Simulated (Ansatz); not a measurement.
Reaction (substitution at a C–O bond): `OCF` + `[OH][SnH3]` → `FC[O][SnH3]` + H₂O

Computed with Ansatz on PBE0-D4/def2-TZVP structures; ΔE is electronic, products minus reactants. CCSD(T)/CBS is the MP2 limit (def2-TZVPP, def2-QZVPP) plus CCSD(T) − MP2 in def2-TZVPP, frozen cores. This one scheme is used for every species. Functionals use def2-TZVPP. B3LYP here is the variant with VWN-RPA as its local correlation; programs differ in this. Elements past krypton have def2 core potentials. For Sn outer-core shells are correlated without core-valence functions, which leaves a few kJ/mol of doubt a bond. Each species was taken in one conformer, which may not be the lowest.

| level | ΔE (kcal/mol) | difference from CCSD(T)/CBS |
| --- | --- | --- |
| PBE-D4 | -1.8 | 1.3 |
| CAM-B3LYP-D4 | -2.0 | 1.1 |
| B2PLYP | -1.6 | 1.5 |
| PBE0 | -1.1 | 2.0 |
| B3LYP | -0.9 | 2.2 |
| r2SCANh | -1.9 | 1.2 |
| LC-ωPBE | -1.2 | 1.9 |
| CCSD/def2-TZVPP | -2.3 | 0.8 |
| MP2/def2-QZVPP | -3.0 | 0.1 |
| HF/CBS(def2) | -1.0 | 2.1 |
| CCSD(T)/CBS | -3.1 | 0 |

What do rigid-rotor, harmonic-oscillator terms from PBE0-D4/def2-TZVP frequencies (298.15 K, 1 bar) make of the CCSD(T)/CBS value? (Estimate.)

Computed: ΔZPE = -1.1 kcal/mol, ΔH = -3.5 kcal/mol, ΔS = -14 J/(mol·K), ΔG = -2.5 kcal/mol.

Largest T1 diagnostic among the species: 0.014.

Leaving LDA and LC-ωPBE aside and taking each functional with its dispersion term where it has one, the values, not all of them listed here, spread over 0.9 kcal/mol, from BHLYP-D4 to B2PLYP. LDA lies −0.8 kcal/mol from PBE without D4. The D4 term adds −1.4 kcal/mol with B3LYP and −0.8 kcal/mol with PBE0; it sums over pairs of atoms, weighted by their polarisabilities, and B3LYP, whose exchange is more repulsive, gets the larger term.
